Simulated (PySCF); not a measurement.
Delta-SCF ions had no search for a lower state. Excitations are Tamm–Dancoff values on a coarser integration grid. The basis has no diffuse functions, so Rydberg states are missing or too high.

## C₂H₄S₃, SMILES `S/C=C/SS` (charge 0, multiplicity 1)

Level of theory: PBE0-D3(BJ)/def2-TZVP run with PySCF 2.14.0.

The HOMO is -6.47 eV and the dipole moment is 1.41 D. The HOMO–LUMO gap is 5.38 eV and the LUMO comes out as -1.10 eV. The S1 excitation (TDA) is 4.34 eV and the S1 oscillator strength is 0.079. The brightest of the four lowest singlets (TDA) is 4.34 eV, the T1 excitation (TDA) is 3.29 eV and the S1–T1 gap (TDA) is 1.05 eV. The vertical ionisation energy (Delta-SCF) is 8.28 eV and the total energy comes out as -1272.7386 Ha. The cost is very roughly 3 core-minutes.

```xyz
9

S      2.6290    -0.2310     0.0477
C      1.0010     0.3714     0.1368
C      0.0360     0.2513    -0.7753
S     -1.4868     1.0846    -0.5627
S     -2.8715    -0.4161    -0.7540
H      2.5361    -0.7808    -1.1745
H      0.8123     0.9120     1.0595
H      0.1745    -0.2968    -1.7019
H     -2.8241    -0.8992     0.5034
```
